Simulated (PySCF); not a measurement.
Geometries of 3 isomers of C6H9P, from PBE0-D3(BJ)/def2-SVP geometry optimisation, gas phase (PySCF). One conformer each, no zero-point energy, no frequencies.

Problem. Which is lowest in electronic energy at this level?
A.
```xyz
16
angstrom
C     -2.029   -0.447   -0.636
C     -0.668    0.102   -0.352
C     -0.404    1.317    0.198
P      1.354    1.484    0.560
C      1.713   -0.057   -0.343
C      3.086   -0.598   -0.559
C      0.540   -0.662   -0.657
H     -2.819    0.258   -0.344
H     -2.145   -0.668   -1.710
H     -2.196   -1.393   -0.097
H     -1.169    2.028    0.516
H      1.764    2.440   -0.421
H      3.613   -0.758    0.395
H      3.050   -1.559   -1.094
H      3.705    0.095   -1.152
H      0.487   -1.657   -1.112
```
B.
```xyz
16
angstrom
C     -2.610    1.324    0.159
C     -1.443    1.305    0.809
P     -0.617   -0.156    1.515
C     -1.321   -1.533    0.507
C      0.988    0.022    0.789
C      2.136    0.139    0.400
C      3.501    0.278   -0.073
H     -3.069    2.268   -0.150
H     -3.156    0.410   -0.094
H     -0.940    2.252    1.045
H     -2.352   -1.728    0.840
H     -0.727   -2.438    0.702
H     -1.313   -1.312   -0.570
H      4.217    0.307    0.765
H      3.778   -0.565   -0.724
H      3.624    1.204   -0.656
```
C.
```xyz
16
angstrom
C      3.953   -1.392    0.114
C      2.748   -0.629   -0.153
C      1.739    0.019   -0.364
P      0.259    0.869   -0.832
C     -0.882    0.390    0.520
C     -1.797   -0.779    0.281
C     -2.355    0.606    0.293
H      4.287   -1.944   -0.779
H      4.777   -0.732    0.430
H      3.784   -2.124    0.919
H      0.626    2.160   -0.337
H     -0.511    0.522    1.542
H     -2.004   -1.437    1.129
H     -1.726   -1.295   -0.682
H     -2.954    0.925    1.149
H     -2.668    1.040   -0.662
```

Solution. A. That is `Cc1c[pH]c(C)c1`, 43.4 kcal/mol below the next.

| SMILES | atoms numbered as above | E (Eh) | relative (kcal/mol) | relative (kJ/mol) | dipole (D) |
| --- | --- | --- | --- | --- | --- |
| Cc1c[pH]c(C)c1 | [CH3:1][c:2]1[cH:3][pH:4][c:5]([CH3:6])[cH:7]1 | -574.70971 | 0.0 | 0.0 | 1.09 |
| C=CP(C)C#CC | [CH2:1]=[CH:2][P:3]([CH3:4])[C:5]#[C:6][CH3:7] | -574.64047 | 43.4 | 181.8 | 1.49 |
| CC#CPC1CC1 | [CH3:1][C:2]#[C:3][PH:4][CH:5]1[CH2:6][CH2:7]1 | -574.63607 | 46.2 | 193.3 | 1.55 |

As drawn, the highest has a three-membered ring, which the lowest lacks.
